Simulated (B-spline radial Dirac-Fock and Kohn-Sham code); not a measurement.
# What relativity does to the binding energies of Sn⁴⁺

System: tin as Sn⁴⁺ in the configuration [Kr] 4d10.

Both columns are ΔSCF binding energies of the configuration average from a radial finite-basis atomic code: non-relativistic Hartree-Fock with a point nucleus, and Dirac-Fock with a finite nucleus and the Coulomb interaction alone, averaged over the two j levels with weights 2j+1.

```
shell  Hartree-Fock (eV)  Dirac-Fock (eV)  shift (eV)  shift (%)
   1s            28315.2          29349.4    +1034.16      +3.65
   2s             4281.7           4535.0     +253.27      +5.92
   2p             3993.3           4066.9      +73.60      +1.84
   3s              888.9            942.4      +53.52      +6.02
   3p              769.1            785.7      +16.64      +2.16
   3d              548.9            542.0       -6.84      -1.25
   4s              188.2            198.8      +10.65      +5.66
   4p              146.7            149.7       +2.97      +2.02
   4d              76.45            75.51       -0.95      -1.24
```

Relativity binds 1s, 2s, 2p, 3s, 3p, 4s, 4p more strongly, among those listed most of all 3s in relative terms, and 3d, 4d more weakly, because the contracted s and p shells screen the nucleus better.

Values without a named source are computed, but for edge energies of neutral atoms, which are taken from tables.
